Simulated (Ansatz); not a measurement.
System: sum formula Si₂H₃F₂, charge 0, multiplicity 2. It need not be the lowest isomer of its formula. SMILES: F[SiH](F)[SiH2]
Geometry from a B3LYP-D3(BJ)/def2-TZVP (Ansatz, a program for electronic structure) optimisation:
```
Si
F 1 1.5983
F 1 1.5983 2 107.69
H 1 1.4770 2 106.90 3 -114.57
Si 1 2.3297 4 118.12 2 122.45
H 5 1.4835 1 113.24 4 -63.41
H 5 1.4835 6 110.50 1 -128.25
```
Charge 0, spin multiplicity 2.

Wanted: atomisation energy (electronic, to ground-state atoms), in kcal/mol. Correlated levels leave the core frozen unless marked. Open shells are spin-unrestricted. No spin-orbit coupling. No relativistic terms. The coupled-cluster limit lacks core correlation, which all-electron functionals hold. CBS(X,Y): correlation extrapolated as X^-3; Hartree-Fock from the larger set.

```csv
level,program,atomisation energy (kcal/mol)
SVWN5/def2-TZVPD,Ansatz,629.3
PBE/def2-TZVPD,Ansatz,___
r2SCAN0-D4/def2-TZVPD,Ansatz + dftd4,551.0
B2GP-PLYP/def2-TZVPD,Ansatz,549.6
CCSD/def2-SVPD,Ansatz,___
CCSD/aug-cc-pV(Q+d)Z,Ansatz,550.4
"CCSD(T)/CBS(aug-cc-pV(T+d)Z,aug-cc-pV(Q+d)Z)",Ansatz,___
```

What belongs in the gaps?


- PBE/def2-TZVPD, atomisation energy (kcal/mol): 555.6
- CCSD/def2-SVPD, atomisation energy (kcal/mol): 512.9
- CCSD(T)/CBS(aug-cc-pV(T+d)Z,aug-cc-pV(Q+d)Z), atomisation energy (kcal/mol): 563.4
